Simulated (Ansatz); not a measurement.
Ideal-gas functions of CH$_{3}$AlF$_{2}$Si (`F[CH]1[SiH2][Al]1[F]`) at 400 K and 1 bar, from an Ansatz frequency run at PBE0-D4/def2-TZVP.

Molar mass 108.1 g/mol, point group C1 (symmetry number 1), electronic degeneracy 1, moments of inertia 114.137, 255.642, 356.5 u Å². Harmonic wavenumbers (cm⁻¹, unscaled): 110, 147, 236, 270, 355, 391, 471, 575, 635, 690, 866, 887, 935, 1140, 1292, 2190, 2206, 2865.

Use S(trans) = R[1.5 ln M + 2.5 ln T − 1.1517]; rotational temperatures θ = 24.2544 K / I; S(rot) = R[ln(√π/σ · √(T³/θAθBθC)) + 1.5]; for each mode x = 1.438777 ν̃/T, S = R[x/(eˣ − 1) − ln(1 − e⁻ˣ)] and H = RT x/(eˣ − 1); 1 cm⁻¹ = 0.0119627 kJ/mol; R = 8.31446 J/(mol·K).

Task: By hand: the entropy, in J/(mol·K).

Result: Translation 173.4. Rotation: θ = 0.2125, 0.0949, 0.068 K, giving 119.4. Vibration, mode by mode: 16.08, 13.71, 9.92, 8.88, 6.82, 6.13, 4.86, 3.61, 3.05, 2.61, 1.58, 1.49, 1.30, 0.71, 0.45, 0.03, 0.03, 0.00, in all 81.3. Electronic 0.0. Sum 374.1 J/(mol·K).

Task: By hand: H − E and G − E in kJ/mol, counted from the electronic energy.

Result: Zero-point energy ½ × 16261 × 0.0119627 = 97.3; thermal vibration 18.1; translation, rotation and pV give 4 RT = 13.3. H − E = 128.7 kJ/mol, and G − E = 128.7 − 400 × 374.1/1000 = -20.9 kJ/mol.

Vibration gives 22 % of the entropy, 29.8 J/(mol·K) of it from the modes under 150 cm⁻¹: soft modes count most, and the harmonic formula is weakest for them. The sum counts one conformer and one mirror image; others add a mixing term.
